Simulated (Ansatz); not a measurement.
Molecule: YBr3 (charge +1, doublet). The spin state was set by rule; other spins were not relaxed. 
Geometry from a B3LYP-D3(BJ)/def2-TZVP (Ansatz, a program for electronic structure) optimisation:
```xyz
4

Y      0.6329    -0.4379    -0.5341
Br    -2.0095    -0.7274    -0.2663
Br    -0.5947     1.9239    -0.7634
Br     1.8989    -0.7086     1.6248
```
Charge +1, spin multiplicity 2.

Parts of the frozen-core correlation energy in def2-TZVPP (Ansatz, hartree). Frozen orbitals: 46; correlated occupied orbitals by spin: 12 and 11; virtual: 142 and 143. UHF or UKS for open shells. Spin-orbit coupling is left out. In def2 rows, elements after Kr have scalar-relativistic effective core potentials.

```
term                             value
-------------------------  -----------
reference (HF)             -7755.08447
MP2 opposite-spin             -0.38461
MP2 same-spin                 -0.13219
CCSD correlation              -0.55866
(T)                           -0.02615
T1 diagnostic                    0.015
largest doubles amplitude        0.035
<S^2> of the reference           0.784
```
